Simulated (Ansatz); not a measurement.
The cluster Li3Al was relaxed with PBE0-D4 (def2-TZVP) in Ansatz in these states: neutral quintet, neutral singlet, neutral triplet. The geometries follow in no particular order.

A:

```xyz
4

Al    0.875   -0.223    0.285
Li    1.026   -0.269   -2.324
Li   -0.443    0.150    2.511
Li   -1.458    0.342   -0.473
```

B:

```tsv
atom	x (Å)	y (Å)	z (Å)
Al1	-0.384	-0.699	-0.955
Li2	-0.086	1.910	-1.619
Li3	-0.014	-2.135	1.312
Li4	0.484	0.923	1.262
```

C:

```xyz
4

Al   -0.2681   -1.4209    0.6333
Li   -1.2461    0.2836   -1.1974
Li    1.6002   -0.0463   -0.7284
Li   -0.0860    1.1835    1.2926
```

Task: Judge from the bond lengths which geometry belongs to which state (an estimate).

Result: A is the neutral triplet (Al1–Li4 2.518 Å, Al1–Li3 2.614 Å, Al1–Li2 2.614 Å); B is the neutral singlet (Al1–Li4 2.881 Å, Al1–Li3 2.708 Å, Al1–Li2 2.708 Å); C is the neutral quintet (Al1–Li4 2.693 Å, Al1–Li3 2.690 Å, Al1–Li2 2.686 Å).

At PBE0-D4/def2-TZVP a broken-symmetry singlet lies 0.18 eV below the neutral triplet. At PBE0-D4/def2-TZVP a broken-symmetry singlet lies 0.70 eV below the neutral quintet. These are the stationary points nearest to one start from a short search; other shapes may lie lower in each state.
